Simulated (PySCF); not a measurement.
SMILES II (I₂), singlet, CAM-B3LYP/def2-SVP optimised geometry.

```
2

I     -1.35     0.00     0.00
I      1.35     0.00     0.00
```

Density from CAM-B3LYP/def2-TZVP, def2 effective core potentials past Kr run with PySCF at that geometry. The core electrons that the potentials of I replace are not part of the density.

Minimum of the electron density along straight lines between bonded atoms, close to the bond critical point (lines longer than 1.1 times the sum of covalent radii, or with two minima, are not listed):

| bond | length / Å | ρ at the minimum / e bohr⁻³ | ∇²ρ there / e bohr⁻⁵ | position (fraction from the first atom) |
|---|---|---|---|---|
| I1–I2 | 2.690 | 0.074 | 0.01 | 0.50 |
